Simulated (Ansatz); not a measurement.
`BB(C)BCl`. Charge 0, multiplicity 1. All single points use the PBE0-D4/def2-TZVP geometry. It is one conformer, not always the lowest.

```xyz
11

B     0.006   -1.736   -0.043
B     0.040   -0.101   -0.088
C    -1.256    0.797   -0.141
B     1.526    0.645   -0.008
Cl    2.160    1.109    1.559
H    -0.066   -2.345    0.988
H     0.084   -2.391   -1.046
H    -2.166    0.290   -0.466
H    -1.411    1.103    0.904
H    -1.133    1.723   -0.708
H     2.217    0.906   -0.950
```

Task: What is the dipole moment at PBE/def2-TZVPP? (An estimate is asked.)

Result: The calculation gave: 1.17 D, with components (-1.03, 0.35, -0.44) D in this frame, pointing from negative to positive charge.

Task: And with r2SCAN, B3LYP, ωB97M-V? (Best estimate.)

Result: The calculation gave: r2SCAN 1.23 D, B3LYP 1.18 D, ωB97M-V 1.18 D.

Task: Give the Mulliken charges with PBE, B3LYP, r2SCAN in def2-TZVPP. (Estimate.)

Result: Computed: 
```json
{"atom": "B1", "PBE": "-0.12", "B3LYP": "-0.14", "r2SCAN": "-0.08"}
{"atom": "B2", "PBE": "0.10", "B3LYP": "0.12", "r2SCAN": "0.12"}
{"atom": "C3", "PBE": "-0.33", "B3LYP": "-0.31", "r2SCAN": "-0.23"}
{"atom": "B4", "PBE": "0.02", "B3LYP": "0.02", "r2SCAN": "0.06"}
{"atom": "Cl5", "PBE": "-0.11", "B3LYP": "-0.14", "r2SCAN": "-0.13"}
{"atom": "H6", "PBE": "0.04", "B3LYP": "0.05", "r2SCAN": "0.02"}
{"atom": "H7", "PBE": "0.03", "B3LYP": "0.05", "r2SCAN": "0.02"}
{"atom": "H8", "PBE": "0.11", "B3LYP": "0.10", "r2SCAN": "0.06"}
{"atom": "H9", "PBE": "0.12", "B3LYP": "0.10", "r2SCAN": "0.08"}
{"atom": "H10", "PBE": "0.11", "B3LYP": "0.10", "r2SCAN": "0.07"}
{"atom": "H11", "PBE": "0.03", "B3LYP": "0.05", "r2SCAN": "0.01"}
```

B3LYP here is the variant with VWN-RPA as its local correlation; programs differ in this.
